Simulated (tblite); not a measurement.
Compound: C₈H₅O₂ (charge -1).
Numbering: `[CH:1]#[C:2][c:3]1[cH:4][c:5]([O-:6])[o:7][c:8]1[CH:9]=[CH2:10]` (hydrogens: H11 on C1; H12 on C4; H13 on C9; H14, H15 on C10)
Bond orders are those of one Lewis drawing.

Computed with GFN2-xTB (tblite), gas phase: Langevin dynamics at 600 K from the optimised GFN2-xTB geometry, time step 0.5 fs, friction 0.01 fs⁻¹, 2000 steps. The instantaneous temperature is 2·E(kin)/(3Nk) with all 3N coordinates.

```json
{"t (fs)": "0", "T (K)": "478", "E(pot) above start (eV)": "0.000", "C1≡C2 (Å)": "1.203", "C2–C3 (Å)": "1.403", "C3–C4 (Å)": "1.402", "C4–C5 (Å)": "1.408", "C5–O6 (Å)": "1.235", "C1–H11 (Å)": "1.050", "O7–C8–C9–C10 (°)": "0"}
{"t (fs)": "25", "T (K)": "317", "E(pot) above start (eV)": "0.442", "C1≡C2 (Å)": "1.207", "C2–C3 (Å)": "1.396", "C3–C4 (Å)": "1.412", "C4–C5 (Å)": "1.418", "C5–O6 (Å)": "1.243", "C1–H11 (Å)": "1.033", "O7–C8–C9–C10 (°)": "-5"}
{"t (fs)": "50", "T (K)": "357", "E(pot) above start (eV)": "0.640", "C1≡C2 (Å)": "1.187", "C2–C3 (Å)": "1.385", "C3–C4 (Å)": "1.438", "C4–C5 (Å)": "1.412", "C5–O6 (Å)": "1.240", "C1–H11 (Å)": "1.070", "O7–C8–C9–C10 (°)": "-10"}
{"t (fs)": "75", "T (K)": "314", "E(pot) above start (eV)": "0.693", "C1≡C2 (Å)": "1.203", "C2–C3 (Å)": "1.367", "C3–C4 (Å)": "1.407", "C4–C5 (Å)": "1.461", "C5–O6 (Å)": "1.252", "C1–H11 (Å)": "1.073", "O7–C8–C9–C10 (°)": "-7"}
{"t (fs)": "100", "T (K)": "394", "E(pot) above start (eV)": "0.560", "C1≡C2 (Å)": "1.207", "C2–C3 (Å)": "1.413", "C3–C4 (Å)": "1.398", "C4–C5 (Å)": "1.447", "C5–O6 (Å)": "1.217", "C1–H11 (Å)": "1.018", "O7–C8–C9–C10 (°)": "-5"}
{"t (fs)": "125", "T (K)": "360", "E(pot) above start (eV)": "0.702", "C1≡C2 (Å)": "1.187", "C2–C3 (Å)": "1.413", "C3–C4 (Å)": "1.426", "C4–C5 (Å)": "1.390", "C5–O6 (Å)": "1.236", "C1–H11 (Å)": "1.071", "O7–C8–C9–C10 (°)": "23"}
{"t (fs)": "150", "T (K)": "426", "E(pot) above start (eV)": "0.733", "C1≡C2 (Å)": "1.254", "C2–C3 (Å)": "1.415", "C3–C4 (Å)": "1.403", "C4–C5 (Å)": "1.375", "C5–O6 (Å)": "1.240", "C1–H11 (Å)": "1.067", "O7–C8–C9–C10 (°)": "-6"}
{"t (fs)": "175", "T (K)": "484", "E(pot) above start (eV)": "0.729", "C1≡C2 (Å)": "1.207", "C2–C3 (Å)": "1.458", "C3–C4 (Å)": "1.399", "C4–C5 (Å)": "1.411", "C5–O6 (Å)": "1.266", "C1–H11 (Å)": "1.070", "O7–C8–C9–C10 (°)": "-10"}
{"t (fs)": "200", "T (K)": "595", "E(pot) above start (eV)": "0.752", "C1≡C2 (Å)": "1.203", "C2–C3 (Å)": "1.392", "C3–C4 (Å)": "1.395", "C4–C5 (Å)": "1.468", "C5–O6 (Å)": "1.245", "C1–H11 (Å)": "1.046", "O7–C8–C9–C10 (°)": "9"}
{"t (fs)": "225", "T (K)": "424", "E(pot) above start (eV)": "1.077", "C1≡C2 (Å)": "1.235", "C2–C3 (Å)": "1.432", "C3–C4 (Å)": "1.409", "C4–C5 (Å)": "1.425", "C5–O6 (Å)": "1.204", "C1–H11 (Å)": "1.044", "O7–C8–C9–C10 (°)": "22"}
{"t (fs)": "250", "T (K)": "442", "E(pot) above start (eV)": "0.707", "C1≡C2 (Å)": "1.199", "C2–C3 (Å)": "1.393", "C3–C4 (Å)": "1.404", "C4–C5 (Å)": "1.393", "C5–O6 (Å)": "1.237", "C1–H11 (Å)": "1.061", "O7–C8–C9–C10 (°)": "38"}
{"t (fs)": "275", "T (K)": "435", "E(pot) above start (eV)": "0.720", "C1≡C2 (Å)": "1.210", "C2–C3 (Å)": "1.382", "C3–C4 (Å)": "1.384", "C4–C5 (Å)": "1.402", "C5–O6 (Å)": "1.251", "C1–H11 (Å)": "1.059", "O7–C8–C9–C10 (°)": "5"}
{"t (fs)": "300", "T (K)": "434", "E(pot) above start (eV)": "1.023", "C1≡C2 (Å)": "1.203", "C2–C3 (Å)": "1.413", "C3–C4 (Å)": "1.399", "C4–C5 (Å)": "1.422", "C5–O6 (Å)": "1.224", "C1–H11 (Å)": "1.021", "O7–C8–C9–C10 (°)": "-5"}
{"t (fs)": "325", "T (K)": "532", "E(pot) above start (eV)": "0.820", "C1≡C2 (Å)": "1.210", "C2–C3 (Å)": "1.372", "C3–C4 (Å)": "1.424", "C4–C5 (Å)": "1.417", "C5–O6 (Å)": "1.225", "C1–H11 (Å)": "1.100", "O7–C8–C9–C10 (°)": "-29"}
{"t (fs)": "350", "T (K)": "579", "E(pot) above start (eV)": "0.912", "C1≡C2 (Å)": "1.206", "C2–C3 (Å)": "1.364", "C3–C4 (Å)": "1.387", "C4–C5 (Å)": "1.400", "C5–O6 (Å)": "1.248", "C1–H11 (Å)": "1.008", "O7–C8–C9–C10 (°)": "-8"}
{"t (fs)": "375", "T (K)": "727", "E(pot) above start (eV)": "0.796", "C1≡C2 (Å)": "1.222", "C2–C3 (Å)": "1.384", "C3–C4 (Å)": "1.415", "C4–C5 (Å)": "1.453", "C5–O6 (Å)": "1.210", "C1–H11 (Å)": "1.087", "O7–C8–C9–C10 (°)": "-1"}
{"t (fs)": "400", "T (K)": "685", "E(pot) above start (eV)": "0.968", "C1≡C2 (Å)": "1.205", "C2–C3 (Å)": "1.433", "C3–C4 (Å)": "1.350", "C4–C5 (Å)": "1.455", "C5–O6 (Å)": "1.215", "C1–H11 (Å)": "1.023", "O7–C8–C9–C10 (°)": "7"}
{"t (fs)": "425", "T (K)": "443", "E(pot) above start (eV)": "1.104", "C1≡C2 (Å)": "1.216", "C2–C3 (Å)": "1.390", "C3–C4 (Å)": "1.389", "C4–C5 (Å)": "1.417", "C5–O6 (Å)": "1.262", "C1–H11 (Å)": "1.089", "O7–C8–C9–C10 (°)": "17"}
{"t (fs)": "450", "T (K)": "523", "E(pot) above start (eV)": "0.906", "C1≡C2 (Å)": "1.210", "C2–C3 (Å)": "1.467", "C3–C4 (Å)": "1.422", "C4–C5 (Å)": "1.400", "C5–O6 (Å)": "1.238", "C1–H11 (Å)": "1.051", "O7–C8–C9–C10 (°)": "8"}
{"t (fs)": "475", "T (K)": "505", "E(pot) above start (eV)": "1.277", "C1≡C2 (Å)": "1.194", "C2–C3 (Å)": "1.476", "C3–C4 (Å)": "1.395", "C4–C5 (Å)": "1.465", "C5–O6 (Å)": "1.188", "C1–H11 (Å)": "1.086", "O7–C8–C9–C10 (°)": "3"}
{"t (fs)": "500", "T (K)": "652", "E(pot) above start (eV)": "1.081", "C1≡C2 (Å)": "1.265", "C2–C3 (Å)": "1.370", "C3–C4 (Å)": "1.365", "C4–C5 (Å)": "1.412", "C5–O6 (Å)": "1.249", "C1–H11 (Å)": "1.045", "O7–C8–C9–C10 (°)": "-9"}
{"t (fs)": "525", "T (K)": "618", "E(pot) above start (eV)": "1.180", "C1≡C2 (Å)": "1.177", "C2–C3 (Å)": "1.443", "C3–C4 (Å)": "1.364", "C4–C5 (Å)": "1.376", "C5–O6 (Å)": "1.305", "C1–H11 (Å)": "1.060", "O7–C8–C9–C10 (°)": "1"}
{"t (fs)": "550", "T (K)": "638", "E(pot) above start (eV)": "1.143", "C1≡C2 (Å)": "1.200", "C2–C3 (Å)": "1.405", "C3–C4 (Å)": "1.343", "C4–C5 (Å)": "1.378", "C5–O6 (Å)": "1.235", "C1–H11 (Å)": "1.063", "O7–C8–C9–C10 (°)": "0"}
{"t (fs)": "575", "T (K)": "738", "E(pot) above start (eV)": "0.892", "C1≡C2 (Å)": "1.253", "C2–C3 (Å)": "1.365", "C3–C4 (Å)": "1.359", "C4–C5 (Å)": "1.443", "C5–O6 (Å)": "1.192", "C1–H11 (Å)": "1.044", "O7–C8–C9–C10 (°)": "-30"}
{"t (fs)": "600", "T (K)": "643", "E(pot) above start (eV)": "1.089", "C1≡C2 (Å)": "1.195", "C2–C3 (Å)": "1.431", "C3–C4 (Å)": "1.377", "C4–C5 (Å)": "1.415", "C5–O6 (Å)": "1.248", "C1–H11 (Å)": "1.055", "O7–C8–C9–C10 (°)": "-35"}
{"t (fs)": "625", "T (K)": "573", "E(pot) above start (eV)": "1.224", "C1≡C2 (Å)": "1.204", "C2–C3 (Å)": "1.448", "C3–C4 (Å)": "1.374", "C4–C5 (Å)": "1.397", "C5–O6 (Å)": "1.268", "C1–H11 (Å)": "1.047", "O7–C8–C9–C10 (°)": "-23"}
{"t (fs)": "650", "T (K)": "712", "E(pot) above start (eV)": "0.927", "C1≡C2 (Å)": "1.223", "C2–C3 (Å)": "1.427", "C3–C4 (Å)": "1.385", "C4–C5 (Å)": "1.386", "C5–O6 (Å)": "1.218", "C1–H11 (Å)": "1.079", "O7–C8–C9–C10 (°)": "-4"}
{"t (fs)": "675", "T (K)": "530", "E(pot) above start (eV)": "0.891", "C1≡C2 (Å)": "1.223", "C2–C3 (Å)": "1.386", "C3–C4 (Å)": "1.469", "C4–C5 (Å)": "1.391", "C5–O6 (Å)": "1.185", "C1–H11 (Å)": "1.006", "O7–C8–C9–C10 (°)": "-27"}
{"t (fs)": "700", "T (K)": "630", "E(pot) above start (eV)": "0.631", "C1≡C2 (Å)": "1.193", "C2–C3 (Å)": "1.428", "C3–C4 (Å)": "1.408", "C4–C5 (Å)": "1.376", "C5–O6 (Å)": "1.229", "C1–H11 (Å)": "1.102", "O7–C8–C9–C10 (°)": "8"}
{"t (fs)": "725", "T (K)": "556", "E(pot) above start (eV)": "0.981", "C1≡C2 (Å)": "1.226", "C2–C3 (Å)": "1.402", "C3–C4 (Å)": "1.393", "C4–C5 (Å)": "1.383", "C5–O6 (Å)": "1.300", "C1–H11 (Å)": "1.030", "O7–C8–C9–C10 (°)": "14"}
{"t (fs)": "750", "T (K)": "559", "E(pot) above start (eV)": "0.778", "C1≡C2 (Å)": "1.200", "C2–C3 (Å)": "1.363", "C3–C4 (Å)": "1.421", "C4–C5 (Å)": "1.447", "C5–O6 (Å)": "1.214", "C1–H11 (Å)": "1.086", "O7–C8–C9–C10 (°)": "0"}
{"t (fs)": "775", "T (K)": "485", "E(pot) above start (eV)": "0.675", "C1≡C2 (Å)": "1.205", "C2–C3 (Å)": "1.409", "C3–C4 (Å)": "1.411", "C4–C5 (Å)": "1.486", "C5–O6 (Å)": "1.214", "C1–H11 (Å)": "1.055", "O7–C8–C9–C10 (°)": "9"}
{"t (fs)": "800", "T (K)": "455", "E(pot) above start (eV)": "0.845", "C1≡C2 (Å)": "1.233", "C2–C3 (Å)": "1.476", "C3–C4 (Å)": "1.438", "C4–C5 (Å)": "1.404", "C5–O6 (Å)": "1.276", "C1–H11 (Å)": "1.067", "O7–C8–C9–C10 (°)": "-2"}
{"t (fs)": "825", "T (K)": "441", "E(pot) above start (eV)": "0.541", "C1≡C2 (Å)": "1.205", "C2–C3 (Å)": "1.431", "C3–C4 (Å)": "1.410", "C4–C5 (Å)": "1.400", "C5–O6 (Å)": "1.262", "C1–H11 (Å)": "1.049", "O7–C8–C9–C10 (°)": "-7"}
{"t (fs)": "850", "T (K)": "333", "E(pot) above start (eV)": "0.629", "C1≡C2 (Å)": "1.202", "C2–C3 (Å)": "1.433", "C3–C4 (Å)": "1.368", "C4–C5 (Å)": "1.453", "C5–O6 (Å)": "1.227", "C1–H11 (Å)": "1.072", "O7–C8–C9–C10 (°)": "2"}
{"t (fs)": "875", "T (K)": "267", "E(pot) above start (eV)": "0.904", "C1≡C2 (Å)": "1.217", "C2–C3 (Å)": "1.377", "C3–C4 (Å)": "1.354", "C4–C5 (Å)": "1.412", "C5–O6 (Å)": "1.258", "C1–H11 (Å)": "1.039", "O7–C8–C9–C10 (°)": "7"}
{"t (fs)": "900", "T (K)": "425", "E(pot) above start (eV)": "0.914", "C1≡C2 (Å)": "1.207", "C2–C3 (Å)": "1.430", "C3–C4 (Å)": "1.392", "C4–C5 (Å)": "1.428", "C5–O6 (Å)": "1.255", "C1–H11 (Å)": "1.080", "O7–C8–C9–C10 (°)": "-10"}
{"t (fs)": "925", "T (K)": "562", "E(pot) above start (eV)": "1.043", "C1≡C2 (Å)": "1.214", "C2–C3 (Å)": "1.400", "C3–C4 (Å)": "1.359", "C4–C5 (Å)": "1.436", "C5–O6 (Å)": "1.221", "C1–H11 (Å)": "1.052", "O7–C8–C9–C10 (°)": "-13"}
{"t (fs)": "950", "T (K)": "710", "E(pot) above start (eV)": "1.200", "C1≡C2 (Å)": "1.232", "C2–C3 (Å)": "1.446", "C3–C4 (Å)": "1.456", "C4–C5 (Å)": "1.432", "C5–O6 (Å)": "1.257", "C1–H11 (Å)": "1.062", "O7–C8–C9–C10 (°)": "-19"}
{"t (fs)": "975", "T (K)": "761", "E(pot) above start (eV)": "1.164", "C1≡C2 (Å)": "1.205", "C2–C3 (Å)": "1.429", "C3–C4 (Å)": "1.429", "C4–C5 (Å)": "1.437", "C5–O6 (Å)": "1.234", "C1–H11 (Å)": "1.050", "O7–C8–C9–C10 (°)": "-14"}
{"t (fs)": "1000", "T (K)": "619", "E(pot) above start (eV)": "1.313", "C1≡C2 (Å)": "1.211", "C2–C3 (Å)": "1.421", "C3–C4 (Å)": "1.404", "C4–C5 (Å)": "1.437", "C5–O6 (Å)": "1.252", "C1–H11 (Å)": "1.110", "O7–C8–C9–C10 (°)": "14"}
```

Q: From 500 fs on, how do temperature and potential energy compare with equipartition?

A: The mean temperature of these 21 frames is 567 K against the target 600 K, and the mean potential energy 0.95 eV against 39 × kT/2 = 1.01 eV for 39 classical harmonic modes. For 15 atoms in a canonical ensemble the temperature itself scatters by T·√(2/(3N)) = 126 K; here its standard deviation is 127 K. The whole run lasts only 10 friction times of 100 fs, so these averages carry a wide statistical error.

Q: What are the kinetic and total energies of the listed frame with the highest potential energy?

A: The one at 1000 fs, 1.313 eV above the start. Its kinetic energy is 3NkT/2 = 1.201 eV at 619 K, so the sum is 2.51 eV; over the listed frames the sum runs from 0.93 to 2.64 eV, since the thermostat adds and removes energy.

Q: How much do the listed bonds fluctuate from 500 fs on?

A: 
```json
{"bond": "C1≡C2", "at the start (Å)": "1.203", "mean (Å)": "1.214", "standard deviation (Å)": "0.020"}
{"bond": "C2–C3", "at the start (Å)": "1.403", "mean (Å)": "1.415", "standard deviation (Å)": "0.029"}
{"bond": "C3–C4", "at the start (Å)": "1.402", "mean (Å)": "1.394", "standard deviation (Å)": "0.034"}
{"bond": "C4–C5", "at the start (Å)": "1.408", "mean (Å)": "1.416", "standard deviation (Å)": "0.029"}
{"bond": "C5–O6", "at the start (Å)": "1.235", "mean (Å)": "1.243", "standard deviation (Å)": "0.030"}
{"bond": "C1–H11", "at the start (Å)": "1.050", "mean (Å)": "1.060", "standard deviation (Å)": "0.023"}
```

The motion is classical and holds no zero-point motion.

What follows is the cost of the whole dynamics run. Time: 15 s of wall time; peak memory 0.18 GiB. Hardware: an AMD EPYC 7B13 with one thread, shared host with 64 logical CPUs at a one-minute load of 5.6.
